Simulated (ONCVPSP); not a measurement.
# Plane-wave convergence, ONCV potential for tin

tin, optimised norm-conserving Vanderbilt (ONCV), made with ONCVPSP 4.0.1 (PBEsol, scalar-relativistic). Core [Kr], reference 4d10 5s2 5p1 (charge +1). Waves: 5s: rc 2.10 bohr, ncon 4, nbas 9, qcut 2.9 1/bohr, 1 projector; 5p: rc 2.00 bohr, ncon 4, nbas 9, qcut 3.8 1/bohr, 2 projectors, debl 2.8 Ha; 4d: rc 1.65 bohr, ncon 5, nbas 10, qcut 10.2 1/bohr, 3 projectors, debl 1.9 Ha. Local part: polynomial inside 1.60 bohr (lpopt 1, dvloc0 4 Ha). Core correction: none.

Task: For each optimised wave give the share of its norm inside rc, the residual kinetic energy above qcut (Ha) and the cutoffs (Ha) for errors of 10, 1, 0.1 and 0.01 mHa per electron.

Result:

```csv
wave,norm inside rc,residual KE,10 mHa,1 mHa,0.1 mHa,0.01 mHa
5s,0.442,5.8e-03,3.7,17.3,50.4,58.6
5p,0.192,1.4e-04,1.9,5.5,7.9,48.8
p projector 2,0.113,1.4e-02,7.9,72.6,88.5,114.0
4d,0.886,4.8e-07,30.2,37.2,42.7,47.0
d projector 2,0.046,3.2e-07,24.0,32.8,39.8,45.5
d projector 3,0.131,3.3e-06,29.7,38.1,44.8,49.9
```

The occupied waves need 37 Ha and 50 Ha for 1 and 0.1 mHa.
